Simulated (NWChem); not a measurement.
Species: C3H5Br; SMILES C1CC1Br

Program: NWChem. Structure relaxed at the PBE0/def2-SVP level. Level: PBE/def2-SVP with SMD (1 M gas to 1 M solution), gas-phase geometry.

For solvent water:

```
Property                                     Value
-------------------------------------------  -----
solvation free energy (kcal/mol)              -1.2
cavity-dispersion-structure term (kcal/mol)    1.1
```

Estimate the same quantities for solvent N,N-dimethylformamide.


- solvation free energy (kcal/mol): -4.5
- cavity-dispersion-structure term (kcal/mol): -2.3
